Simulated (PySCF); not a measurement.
How the method changes the constants of SnB

State: ⁴Σ⁻ (quartet), unpaired electrons σ ↑, π ↑↑. Set-up: basis Sn aug-cc-pVDZ-PP with ECP28, B aug-cc-pVDZ; scalar-relativistic core potentials; PySCF 2.14. De refers to Sn + B in their high-spin ground configurations, without counterpoise correction. The functionals are run spin-unrestricted. A positive dipole means Sn(−)B(+).

| Level | Re (Å) | ωe (cm⁻¹) | De (eV) | μ (D) | CPU s a point (SCF and correlation, without the integrals) |
| --- | --- | --- | --- | --- | --- |
| UHF | 2.160 | 567 | 1.45 | -0.82 | 0.22 |
| UHF-MP2 | 2.192 | 599 | 2.39 | n/a | 0.37 |
| UHF-SCS-MP2 | 2.198 | 575 | 2.02 | n/a | n/a |
| UHF-CCSD | 2.215 | 525 | 2.12 | n/a | n/a |
| UHF-CCSD(T) | 2.224 | 523 | 2.29 | n/a | 12 |
| PBE | 2.214 | 525 | 2.98 | -1.57 | 0.99 |
| PBEsol | 2.199 | 539 | 3.22 | -1.50 | 0.74 |
| TPSS | 2.209 | 531 | 2.79 | -1.46 | 1.8 |
| r²SCAN | 2.191 | 553 | 2.93 | -1.27 | 1.1 |
| M06-L | 2.186 | 569 | 3.05 | -1.69 | 1.1 |
| PBE0 | 2.186 | 555 | 2.74 | -1.44 | 1.1 |

(1) Which functional lies closest to UHF-CCSD(T) in De, which farthest, and by how much do they differ from it?

(2) What does a quarter of exact exchange do here, going from PBE to PBE0?

(3) What does the triples do here, going from UHF-CCSD to UHF-CCSD(T)?

Correlated steps freeze 5 core orbitals. Correlated levels converge slowly with the basis: in double zeta they bind strong bonds too weakly, by up to about 1 eV, and carry superposition errors of some tenths. Spin–orbit coupling is left out, which matters for elements this heavy, above all for dissociation energies. The state was picked by a PBE0 search and need not be the measured ground state.

The whole job (state search and all levels along the bond) took about 3.8 min on 1 thread of Arm Neoverse V1 (shared host), peak memory 0.72 GiB.

Answers

(1) Closest is PBE0 (-3.8 pm in Re, +6.1 % in ωe, +0.45 eV in De against UHF-CCSD(T) in the same basis), farthest PBEsol (-2.5 pm in Re, +3.1 % in ωe, +0.93 eV in De). CCSD(T) converges more slowly with the basis than the functionals do and binds too weakly in this one, so the order can change at the basis-set limit.

(2) PBE0 less PBE: -2.8 pm in Re, +5.7 % in ωe, -0.24 eV in De. Exact exchange removes part of the self-interaction that spreads semilocal densities, and in most molecules shortens and stiffens the bond and lowers De; so it does here.

(3) UHF-CCSD(T) less UHF-CCSD: +0.9 pm in Re, -0.4 % in ωe, +0.17 eV in De. Correlation nearly always deepens the well. The bond lengthens, as in strong covalent bonds, where excitations into antibonding orbitals dominate.
